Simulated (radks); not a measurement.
Question: The mean radii <r> (bohr) of the occupied orbitals of an atom or ion are listed with their occupations. Method: Dirac Kohn-Sham, BLYP, spin-unpolarised, spherical densities, finite nucleus; Fermi nuclear charge, rms radius of each element as measured or else 0.836 A^(1/3) + 0.57 fm; computed with a radial shooting solver on a logarithmic mesh with Libxc functionals.

orbital  occ.      <r>
1s1/2       2  0.02318
2s1/2       2  0.09845
2p1/2       2  0.08244
2p3/2       4  0.08896
3s1/2       2   0.2602
3p1/2       2   0.2498
3p3/2       4   0.2624
3d3/2       4   0.2339
3d5/2       6   0.2378
4s1/2       2   0.5930
4p1/2       2   0.6082
4p3/2       4   0.6369
4d3/2       4   0.6828
4d5/2       6   0.6931
5s1/2       2    1.441
5p1/2       2    1.629
5p3/2       4    1.724
6s1/2       1    3.948
4f5/2       5    1.050

Name the element and its charge. Open shells, if any, fill j = l - 1/2 first.

Answer: Z = 61, promethium, charge +1: Pm+ in [Xe] 4f5 6s1. The 1s radius gives Z: for a bare nucleus <r> = (2 gamma + 1)/(2Z) with gamma = sqrt(1 - (Z/c)^2), 0.02288 bohr for Z = 61, and screening makes it slightly larger (0.02318 here). The occupations add up to 60, and the charge is Z minus that.
